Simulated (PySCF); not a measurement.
H₆NSi₂, SMILES [SiH2]N[SiH3], multiplicity 2.

Coordinates come from a PBE0-D3(BJ)/def2-SVP optimisation. The isomer is the one that the SMILES or the coordinates give; other isomers of the formula were not compared.

Calculation: PBE/def2-TZVPD in PySCF.

The molecule is in vacuum.

```
Item                                                                                                             Value
---------------------------------------------------------------------------------------------  -----------------------
total energy                                                                                        -636.99360 hartree
α spin, highest occupied and lowest empty level                                                     -4.46 and -1.19 eV
β spin, highest occupied and lowest empty level                                                     -6.84 and -2.92 eV
dipole moment                                                                                                   1.08 D
quadrupole, principal values (traceless, Buckingham form, about the centre of nuclear charge)   -2.73, -1.54, 4.27 D·Å
mean static polarisability                                                                       73.3 bohr³ (10.86 Å³)
polarisability, principal values                                                                64.6, 65.7, 89.6 bohr³
⟨S²⟩                                                                                           0.752 (pure state 0.75)
```
